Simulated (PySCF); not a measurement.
PBE on Gd (gadolinium, neutral), [Xe] 4f8 5d1 6s1, one real determinant (an excited configuration). All numbers are calculated (PySCF 2.14, scalar relativity by spin-free X2C-1e, in x2c-TZVPPall).

```
cycle= 1 E= -11270.4649761373  delta_E= -0.0167  |g|= 0.502  |ddm|= 0.592
cycle= 2 E= -11270.3510679077  delta_E= 0.114  |g|= 1.12  |ddm|= 0.678
cycle= 3 E= -11270.4959715455  delta_E= -0.145  |g|= 0.0322  |ddm|= 0.479
cycle= 4 E= -11270.4961241041  delta_E= -0.000153  |g|= 0.00136  |ddm|= 0.023
cycle= 5 E= -11270.4961243819  delta_E= -2.78e-07  |g|= 0.00147  |ddm|= 0.00474
cycle= 6 E= -11270.4961249311  delta_E= -5.49e-07  |g|= 4.04e-05  |ddm|= 0.00203
cycle= 7 E= -11270.4961249323  delta_E= -1.14e-09  |g|= 1.06e-05  |ddm|= 0.000163
cycle= 8 E= -11270.4961249323  delta_E= -2.18e-11  |g|= 1.59e-05  |ddm|= 7.94e-05
converged SCF energy = -11270.4961249323  <S^2> = 20.003162  2S+1 = 9.0007026
```

Highest occupied orbital energy: 1.475 eV; ⟨L²⟩ = 18.03; populations by l: s 11.00, p 24.00, d 21.00, f 8.00.

Question: Can this result be used?

Answer: Not for this state. The run converged. ⟨L²⟩ = 18.03 against 30 for a pure H term, so this real determinant mixes terms. Spin-orbit coupling, absent here, splits the open shell strongly. At PBE the highest occupied level has a positive energy, so only the finite basis holds that electron; for this excited configuration the basis is too tight for the outer shell.
